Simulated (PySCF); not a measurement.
## Shifts of the heteroatoms

Bonds (- single, = double, # triple, : aromatic): C1-C2, C2-C3, C3-N4, C2=C5, C5-Si6, C5-C7, C7-F8. C1 carries H9, H10, H11; C3 carries H12, H13; N4 carries H14, H15; Si6 carries H16, H17, H18; C7 carries H19, H20. Stereochemistry as in C/C(CN)=C(/[SiH3])CF.

PySCF calculation with shielding tensors at PBE0/pcSseg-1 (GIAO) and geometry: GFN2-xTB; single conformer, one averaged value for each set of equivalent atoms, gas phase, no relativistic terms.

(1) What are the 19F shifts?

(2) Predict the 29Si NMR data.

(3) Where does 15N resonate?

Results:

(1) 
```csv
atoms,environment,σ (ppm),δ (ppm)
F8,fluorine on an sp3 carbon,419.4,-217.9
```

Shieldings were converted by a linear fit to measured shifts: 19F (scatter 6.0 ppm rms, 7.0 ppm with the 5 outliers that the fit left out vs CFCl3, solution or neat liquid, with a term for F on sp3 carbon). Occasional misses reach two or three times the rms, and more in compound classes unlike the fitted ones.

On a 500 MHz spectrometer 19F resonates near 470.5 MHz, so 1 ppm is 470.5 Hz.

(2) 
| atoms | environment | σ (ppm) | δ (ppm) |
| --- | --- | --- | --- |
| Si6 | silicon bonded to C, 3 H | 450.4 | -90.3 |

Shieldings were converted by a linear fit to measured shifts: 29Si (scatter 8.9 ppm rms, 25.8 ppm with the 6 outliers that the fit left out vs TMS, solution or neat liquid). Occasional misses reach two or three times the rms, and more in compound classes unlike the fitted ones.

On a 500 MHz spectrometer 29Si resonates near 99.3 MHz, so 1 ppm is 99.3 Hz.

(3) 
| atoms | environment | σ (ppm) | δ (ppm) |
| --- | --- | --- | --- |
| N4 | amine nitrogen | 203.3 | -335.4 |

Shieldings were converted by a linear fit to measured shifts: 15N: δ = -148.07 − 0.921σ (rms 6.3 ppm, 71 shifts vs CH3NO2, solution or neat liquid). Occasional misses reach two or three times the rms, and more in compound classes unlike the fitted ones.

On a 500 MHz spectrometer 15N resonates near 50.7 MHz, so 1 ppm is 50.7 Hz.
